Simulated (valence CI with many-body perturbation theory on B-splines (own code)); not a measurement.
**Which ion has this spectrum?**

A relativistic CI+MBPT calculation for an atom or ion with 8 electrons gives these levels (eV):

| J | Parity | E | g |
| --- | --- | --- | --- |
| 2 | even | 0.0 | 1.33 |
| 0 | even | 43.4 |  |
| 1 | even | 498.1 | 1.48 |
| 2 | even | 515.6 | 1.13 |
| 2 | odd | 791.3 | 1.48 |
| 1 | odd | 851.9 | 1.19 |
| 0 | even | 1029.7 |  |
| 0 | odd | 1298.2 |  |
| 1 | odd | 1331.5 | 1.26 |
| 0 | even | 1676.0 |  |
| 2 | odd | 5387.1 | 1.51 |
| 1 | odd | 5394.1 | 1.17 |
| 1 | even | 5473.6 | 1.50 |
| 2 | even | 5475.4 | 1.18 |

The energies are calculated, and their last digits are not significant.

Task: Which is it?
A. Pr51+
B. Pm53+
C. La49+
D. Sm54+

Result: A. Pr51+, ground level (2s^2 2p1/2^2 2p3/2^2) J=2.
